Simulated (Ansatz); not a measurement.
Born–Oppenheimer molecular dynamics of AlBFH$_{4}$S (8 atoms, charge 1, multiplicity 1). It starts at the highest image of a converged band, a first-order saddle point between two minima.

Method: RKS PBE0-D4/def2-SVP in Ansatz.

* ensemble: NVE (velocity Verlet)
* time step: 0.5 fs
* steps asked: 200
* starting velocities drawn for: 100 K
* seed: 8532

First frame:

```xyz
8
Properties=species:S:1:pos:R:3
B 0.481 1.217 -0.224
S 0.925 -0.463 -0.659
Al -0.589 -1.566 0.784
F -1.140 -2.900 0.014
H 0.729 2.015 -1.177
H -0.181 1.653 0.674
H 0.571 0.872 -1.547
H -0.796 -0.828 2.136
```

Q: How far do the bonds stretch over the last three quarters of this one trajectory? (Pairs bonded in most of those frames.)

A: 
| bond | mean (Å) | spread (Å) | shortest | longest |
| --- | --- | --- | --- | --- |
| B1–S2 | 1.936 | 0.128 | 1.69 | 2.11 |
| B1–H5 | 1.202 | 0.009 | 1.18 | 1.22 |
| B1–H6 | 1.202 | 0.012 | 1.17 | 1.23 |
| S2–Al3 | 2.338 | 0.062 | 2.25 | 2.44 |
| S2–H7 | 1.392 | 0.066 | 1.28 | 1.52 |
| Al3–F4 | 1.644 | 0.022 | 1.60 | 1.69 |
| Al3–H8 | 1.559 | 0.007 | 1.55 | 1.58 |

Mean temperature of the second half: 1112 K. The conserved energy stayed within 0.22 meV per atom of its start (net change 0.0048 meV per atom), so the integration is sound. The kinetic energy rose, since the run started high on the potential surface and went downhill. A run of 0.1 ps of so small a system gives no equilibrium averages. The orbitals stay closed-shell, which can raise the energy where a bond breaks towards radicals; this wasn't checked here.

Time of the run: 4.1 min on 2 threads of Intel(R) Xeon(R) 6975P-C (Granite Rapids), with other jobs on the host, peak memory 0.17 GiB.
